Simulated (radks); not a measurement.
Values are calculated unless marked as measured or tabulated.
Dipole-allowed excitations along the series with 4 electrons in [He] 2s2. Level of theory: non-relativistic Kohn-Sham, LDA (Slater exchange, VWN5 correlation), spin-polarised, spherical densities, point nucleus (a radial shooting solver on a logarithmic mesh with Libxc functionals). Time-dependent linear response with the Hartree and adiabatic LDA kernel, continuum included through the Sternheimer equations. Lines are the poles of the dipole polarisability below minus the highest occupied eigenvalue, found on a grid refined at the orbital gaps; the lowest seven at most are given, and weak or close lines can be missed. The first line takes the name of the lowest orbital gap if no other gap lies below it; otherwise a line is named after a gap within 0.6 % of it, if that gap stands alone.

[
 {"species": "Be", "-e(HOMO) (eV)": "5.599", "lowest orbital gap (eV)": "2s-2p 3.498", "first line (eV)": "4.821 (2s-2p)", "f": "1.30", "strongest line (eV)": "the first", "its f": "1.30", "static alpha (bohr^3)": "43.80", "measured (eV)": "2s-2p 5.277"},
 {"species": "B+", "-e(HOMO) (eV)": "19.407", "lowest orbital gap (eV)": "2s-2p 5.948", "first line (eV)": "8.472 (2s-2p)", "f": "0.969", "strongest line (eV)": "the first", "its f": "0.969", "static alpha (bohr^3)": "10.78", "measured (eV)": "2s-2p 9.100"},
 {"species": "C2+", "-e(HOMO) (eV)": "40.156", "lowest orbital gap (eV)": "2s-2p 8.303", "first line (eV)": "11.751 (2s-2p)", "f": "0.722", "strongest line (eV)": "the first", "its f": "0.722", "static alpha (bohr^3)": "4.257", "measured (eV)": "-"},
 {"species": "N3+", "-e(HOMO) (eV)": "67.757", "lowest orbital gap (eV)": "2s-2p 10.618", "first line (eV)": "14.926 (2s-2p)", "f": "0.576", "strongest line (eV)": "the first", "its f": "0.576", "static alpha (bohr^3)": "2.109", "measured (eV)": "-"},
 {"species": "O4+", "-e(HOMO) (eV)": "102.18", "lowest orbital gap (eV)": "2s-2p 12.913", "first line (eV)": "18.054 (2s-2p)", "f": "0.480", "strongest line (eV)": "the first", "its f": "0.480", "static alpha (bohr^3)": "1.196", "measured (eV)": "-"},
 {"species": "F5+", "-e(HOMO) (eV)": "143.42", "lowest orbital gap (eV)": "2s-2p 15.194", "first line (eV)": "21.156 (2s-2p)", "f": "0.411", "strongest line (eV)": "94.587 (unassigned)", "its f": "0.457", "static alpha (bohr^3)": "0.7435", "measured (eV)": "-"}
]

Measured values: term averages from the NIST Handbook of Basic Atomic Spectroscopic Data.
